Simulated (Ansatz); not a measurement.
A geometry relaxed with r2SCAN-D4/def2-SVP (Ansatz, a program for electronic structure), charge 0, multiplicity 1:

```xyz
13

N     -0.6089    -1.2499     1.0351
H     -1.9270     1.1268    -0.8632
H      0.5220     0.1521    -2.3308
H     -1.5187    -1.6540     0.8350
H      2.0575     1.1636     0.3900
H     -1.4036     1.8661     0.5355
H      1.3739     0.6903     1.8342
N      0.3061    -0.5397    -1.6185
N     -1.1299     1.2896    -0.2543
Si     0.0000     0.0000     0.0000
H      0.0311    -1.9693     1.3598
H      0.8648    -1.3756    -1.7604
N      1.4328     0.5000     0.8377
```

Write the SMILES of this molecule.

`N[Si](N)(N)N`
